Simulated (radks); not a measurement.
Pb38+, 44 electrons, occupied as [Kr] 4d8 (the NIST ground configuration). All-electron calculation, scalar-relativistic Kohn-Sham, PBE, spin-polarised, spherical densities, finite nucleus; open shells are filled with parallel spins first (spin-orbit coupling, left out, can overturn this in heavy ions); Fermi nuclear charge, rms radius 5.5012 fm. Program: a radial shooting solver on a logarithmic mesh with Libxc functionals.

Radial electron density D(r) = 4 pi r^2 rho(r):

r (bohr)  D(r) (e/bohr)  spin D(r)
0.001417          20.22  -0.000151
0.001598          23.79  -0.000177
0.001802          27.88  -0.000207
0.002031          32.53  -0.000240
0.002309          38.13  -0.000279
0.002603          44.01  -0.000320
0.002935          50.48  -0.000363
0.003309          57.50  -0.000409
0.003731          64.98  -0.000457
0.004207          72.78  -0.000504
0.004743          80.72  -0.000548
0.005348          88.55  -0.000585
0.006029          95.96  -0.000610
0.006798          102.6  -0.000615
0.007665          108.1  -0.000584
0.008642          112.1  -0.000494
0.009744          114.4  -0.000301
0.01099           114.7  0.0000760
0.01239           113.3   0.000782
0.01397           110.4    0.00208
0.01575           106.9    0.00444
0.01775           103.6    0.00868
0.02002           101.9     0.0162
0.02257           102.7     0.0292
0.02545           107.1     0.0514
0.02892           115.7     0.0914
0.03261           126.8      0.153
0.03677           138.8      0.249
0.04146           149.2      0.393
0.04674           155.2      0.600
0.0527            155.1      0.884
0.05942           148.8       1.25
0.067             138.4       1.68
0.07554           128.0       2.13
0.08517           122.1       2.52
0.09603           123.4       2.76
0.1083            130.9       2.71
0.1221            139.5       2.30
0.1376            142.0       1.58
0.1552            133.3      0.719
0.175             113.3     0.0834
0.1973            88.39     0.0739
0.2224            67.67      0.960
0.2508            57.69       2.68
0.2828            58.20       4.75
0.3188            62.53       6.42
0.3624            62.26       7.04
0.4086            53.41       6.33
0.4606            38.51       4.75
0.5194            23.01       2.95
0.5856            11.25       1.51
0.6603            4.439      0.626
0.7444            1.387      0.206
0.8394           0.3343     0.0526
0.9464          0.06046     0.0101
1.067          0.007946    0.00139
1.203         0.0007321   0.000135

D(r) has 4 maxima, at r = 0.0106, 0.0494, 0.134, 0.340 bohr, and minima at 0.0205, 0.0886, 0.263 bohr, inside which lie 1.87, 11.04, 29.09 electrons.
